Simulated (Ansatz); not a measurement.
SnO2⁻, relaxed as a doublet with UKS r2SCAN-D4/def2-TZVPD in Ansatz, starting from the GFN1-xTB geometry. Force threshold 0.02 eV/Å.

In the def2 sets Sn takes a core potential; there is no spin–orbit coupling. The structure holds 1 bond(s) between oxygen atoms. The highest occupied level of the charge -1 doublet lies above zero (up to 1.32 eV). The electron is either unbound and held by the finite basis, or the level is raised by self-interaction error. Another isomer (doublet) lies 1.47 eV lower at PBE0-D4/def2-TZVPD; other spin states weren't run for this one.

Start:

```xyz
3

Sn    0.1823    0.4831    1.2392
O    -0.7641    0.0594   -0.6377
O     0.5817   -0.5425   -0.6015
```

| step | energy (eV) | largest force component (eV/Å) | SCF passes |
| --- | --- | --- | --- |
| 1 | -9926.2221 | 1.440 | 23 |
| 2 | -9926.2929 | 0.402 | 25 |
| 3 (rejected) | -9926.2891 | 0.545 | 24 |
| 4 | -9926.3010 | 0.015 | 25 |

Force components are those of the run's own axes.

End:

```xyz
3

Sn    0.174    0.461    1.182
O    -0.777    0.078   -0.610
O     0.603   -0.539   -0.572
```

By distances, no bond broke or formed. The bond that changes most is Sn1–O3, from 2.14 to 2.06 Å (atoms count from 1).

No frequencies were taken in this run, so the end may be a saddle point.

Hardware: 4 threads of Intel Xeon Platinum 8375C on a shared host. Wall time 4.7 s.
